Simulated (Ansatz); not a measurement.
F2O2W, charge -1, doublet, at a GFN2-xTB geometry (such geometries of metal compounds can be far from the true shape) (the multiplicity is a formal guess) (core potentials on W) (a gas-phase anion, which may not be bound at this level); PBE/def2-SVP run with Ansatz (an electronic-structure program).

Ansatz was given this input:
Ansatz 0.2 input:
```yaml
crystal:
  periodic: [false, false, false]
  atoms:
    - {symbol: W, position_ang: [0.12437238, -0.02668928, 0.04204265]}
    - {symbol: O, position_ang: [1.37443193, -0.37267944, -1.05924020]}
    - {symbol: O, position_ang: [0.51529214, -0.03283966, 1.69803959]}
    - {symbol: F, position_ang: [-1.06914879, 1.50648899, -0.51881320]}
    - {symbol: F, position_ang: [-1.63322329, -0.92658236, -0.39469247]}
basis:
  gaussian:
    orbitals: def2-SVP
    final_grid: {core_spheres: 4, valence_spheres: 8, degree: 17}
hamiltonian:
  xc: pbe
total_charge: -1
magnetization: {spin_polarized: true, initial_magnetization: 1}
```

What the program printed (banner, timings and long lists left out):

```
Functional definition: PBE
889 factors; their error is unknown
mean field evaluation 1: about -11335.2714 eV, gradient 5.1e1 eV
mean field evaluation 2: about -11084.4225 eV, gradient 2.2e2 eV
mean field evaluation 4: about -11343.2417 eV, gradient 2.4e1 eV
mean field evaluation 8: about -11345.2555 eV, gradient 5.6e-2 eV
mean field evaluation 16: about -11345.2307 eV, gradient 1.5e-4 eV
mean field -11345.23074009 eV, -416.9295396248 hartree, gradient 2.4e-5 eV, S^2 0.753330; 0 other end points of the search recorded, 0 dependent functions left out
reference -11345.23079469 eV, -416.9295416310 hartree; 25, 24 occupied and 63, 64 virtual orbitals, 889 factors
Total energy: -11345.23079469 eV, -416.9295416310 hartree
```
